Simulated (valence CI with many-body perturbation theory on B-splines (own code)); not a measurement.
**Ladder of approximations for Ce⁸⁺**

Computed by configuration interaction combined with many-body perturbation theory (CI+MBPT): four valence electrons over a frozen Dirac-Fock core [Kr] 4d10, radial functions for each j: 8 s, 8 p, 9 d, 9 f, 6 g, 3 h, 2 i, with the one-electron correlation potential Σ1, the two-electron term Σ2, the three-electron term Σ3, Breit, model QED; selected CI, second order for the rest, scaled by the run's own slope (own B-spline code, finite nucleus).

No measured levels were compared; by estimate levels hold to about 250 cm⁻¹ or 0.2 % of their energy and the worst to 1 %, as in measured heavy ions of charge 2 to 7; those with d or f electrons hold less well. Core correlation moves these levels by up to 44000 cm⁻¹, and in measured spectra 5 to 20 % of such shifts remained as error; rates that hang on mixing are uncertain with them.

Each rung adds one term. CI alone is the Dirac-Coulomb CI over the frozen core; QED comes last and gives the full result, which names the levels. Energies are above 5s2 5p2 3P_0 on the same rung, in cm⁻¹.

Names give the largest LS component (configuration and term), which can be under half, so a name can repeat, a term be missing and a line seem to break the LS rules; names also repeat where a configuration has a term twice. Letters in brackets count levels of one name in rising energy.

```tsv
Level	CI alone	+ Σ1	+ Σ2	+ Σ3	+ Breit	Full
5s2 5p2 3P_1	22633	23475	23902	23938	23573	23622
5s2 5p2 3P_2 [a]	29479	30331	30333	30506	30095	30143
5s2 5p2 3P_2 [b]	57990	59596	59518	59770	58964	59048
4f 5s2 5p 3G_3	93242	86764	73620	73549	72082	71950
4f 5s2 5p 3F_3	97560	91381	78244	78264	76592	76474
4f 5s2 5p 3F_2	98409	92045	79279	79188	77726	77608
4f 5s2 5p 3G_4	99411	93258	80428	80190	78486	78369
5s2 5p2 1S_0	80237	82116	81439	81444	80701	80790
4f 5s2 5p 1F_3	120310	114704	102150	102285	100447	100362
4f 5s2 5p 3F_4	123329	117923	105492	105476	103509	103432
4f 5s2 5p 3G_5	127691	122466	109998	109578	107522	107448
4f 5s2 5p 3D_3	128587	123263	110319	110115	108101	108025
4f 5s2 5p 3D_2	129235	123636	110568	110206	108386	108297
4f 5s2 5p 3D_1	132871	127327	114001	113522	111698	111608
4f 5s2 5p 1G_4	135398	129865	117573	116838	114901	114815
4f 5s2 5p 1D_2	142258	137080	124452	123392	121392	121319
5s 5p3 5S°_2	146955	149625	154667	154790	154575	154049
4f2 5s2 3H_4	217059	204792	173278	173547	170736	170486
4f2 5s2 3H_5	218596	206591	175225	175486	172491	172251
4f2 5s2 3H_6	220170	208459	177307	177560	174365	174133
4f2 5s2 3F_2	222894	210817	179083	179355	176555	176309
4f2 5s2 3F_3	223822	211929	180332	180599	177669	177431
4f2 5s2 3F_4	224033	212122	180816	181067	178090	177853
4f2 5s2 1G_4	226119	214551	183638	183850	180739	180514
5s 5p3 3D°_1	178819	181590	182978	183185	182940	182431
5s 5p3 3D°_2	182044	185025	187403	187668	187251	186757
4f2 5s2 1D_2	237361	225774	193609	193787	190883	190649
5s 5p3 3D°_3	190056	193008	194610	195046	194418	193909
4f2 5s2 1I_6	242214	230742	197972	198257	195197	194960
4f2 5s2 3P_0	242681	231077	198411	198721	195925	195683
4f2 5s2 3P_1	243079	231555	198938	199247	196404	196164
```

How does the ionisation energy move along the ladder, and which term matters most?

CI alone 124.59, + Σ1 126.20, + Σ2 125.72, + Σ3 125.68, + Breit 125.59, + QED 125.60 eV. The largest step is Σ1, 1.61 eV. NIST lists 125 ± 2.2 eV (theoretical).
